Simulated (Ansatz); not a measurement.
A calculation with Ansatz (development build ahead of 0.2.0).

```yaml
crystal:
  periodic: [false, false, false]
  atoms:
    - { symbol: Be, position_ang: [0.0, 0.0, 0.0] }
    - { symbol: C, position_ang: [0.0, 0.0, 1.6615] }
basis:
  gaussian: { orbitals: pcseg-2 }
magnetization:
  spin_polarized: true
  initial_magnetization: 2
hamiltonian:
  xc: pbe
```

The input is written out in the form of the current development build from the run's settings.

Results

| Property | Result |
| --- | --- |
| Converged | yes |
| Total energy | -52.52627 hartree |
| Spin squared of the determinant | 2.552 |
| Stability test | minimum |

Caution: the unrestricted determinant is spin contaminated.
